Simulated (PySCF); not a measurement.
H2SeZn (SMILES [ZnH][SeH]), singlet, at a GFN2-xTB geometry (such geometries of metal compounds can be far from the true shape); PySCF with HF/def2-SVP.

Here is a job for PySCF.
```python
from pyscf import gto, scf, solvent

mol = gto.M(
    atom='''
Zn   -0.696057   -0.595967   -0.773387
H    -1.561662   -0.701618   -1.981752
Se    0.629175    0.557934    0.691613
H     1.051405   -0.389129    1.668527
''',
    basis='def2-svp',
    charge=0,
    spin=0,
    verbose=4,
)

mf = scf.RHF(mol)
mf.kernel()
mf.analyze()
```

Q: Write the output that PySCF gives for this input, abridged.

A: 
```
PySCF version 2.14.0

[INPUT] verbose = 4
[INPUT] num. atoms = 4
[INPUT] num. electrons = 66
[INPUT] charge = 0
[INPUT] spin (= nelec alpha-beta = 2S) = 0
[INPUT] symmetry False subgroup None
[INPUT] Mole.unit = angstrom
[INPUT] Symbol           X                Y                Z      unit          X                Y                Z       unit  Magmom
[...]
nuclear repulsion = 269.497279710168
number of shells = 29
number of NR pGTOs = 161
number of NR cGTOs = 73
basis = def2-svp
ecp = {}

******** <class 'pyscf.scf.hf.RHF'> ********
method = RHF
initial guess = minao
damping factor = 0
level_shift factor = 0
DIIS = <class 'pyscf.scf.diis.CDIIS'>
diis_start_cycle = 1
diis_space = 8
diis_damp = 0
SCF conv_tol = 1e-09
SCF conv_tol_grad = None
SCF max_cycles = 50
direct_scf = True
direct_scf_tol = 1e-13
Set gradient conv threshold to 3.16228e-05
Initial guess from minao.
init E= -4177.02624406603
[...]
cycle= 1 E= -4178.25027762797  delta_E= -1.22  |g|= 0.255  |ddm|=    2
[...]
cycle= 2 E= -4178.27961405552  delta_E= -0.0293  |g|= 0.119  |ddm|= 0.543
[...]
cycle= 3 E= -4178.2828819996  delta_E= -0.00327  |g|= 0.0406  |ddm|= 0.137
[...]
cycle= 4 E= -4178.28340411137  delta_E= -0.000522  |g|= 0.011  |ddm|= 0.0607
[...]
cycle= 5 E= -4178.28345872772  delta_E= -5.46e-05  |g|= 0.00382  |ddm|= 0.0221
[...]
cycle= 6 E= -4178.2834624128  delta_E= -3.69e-06  |g|= 0.000851  |ddm|= 0.00447
[...]
cycle= 7 E= -4178.28346294486  delta_E= -5.32e-07  |g|= 0.000195  |ddm|= 0.00218
[...]
cycle= 8 E= -4178.28346297405  delta_E= -2.92e-08  |g|= 4.64e-05  |ddm|= 0.000564
[...]
cycle= 9 E= -4178.28346297537  delta_E= -1.32e-09  |g|= 9.2e-06  |ddm|= 0.000115
[...]
cycle= 10 E= -4178.28346297544  delta_E= -7.09e-11  |g|= 2.46e-06  |ddm|= 2.63e-05
[...]
Extra cycle  E= -4178.28346297542  delta_E= 1.64e-11  |g|= 1.12e-06  |ddm|= 5.56e-06
converged SCF energy = -4178.28346297542
**** SCF Summaries ****
Total Energy =                       -4178.283462975421571
Nuclear Repulsion Energy =             269.497279710168073
One-electron Energy =                -6366.906861467046838
Two-electron Energy =                 1919.126118781457308
Two-electron Coulomb Energy =         2075.085216536507232
DFT Exchange-Correlation Energy =     -155.959097755049925
HOMO-LUMO gap [eV] =                    11.102649038719651
**** MO energy ****
[...]
 ** Mulliken pop on meta-lowdin orthogonal AOs  **
 ** Mulliken pop  **
 ** Mulliken atomic charges  **
charge of    0Zn =      1.08984
charge of    1H =     -0.46244
charge of    2Se =     -0.66240
charge of    3H =      0.03500
Dipole moment(X, Y, Z, Debye): -0.69097, -2.51916, -0.01977
```
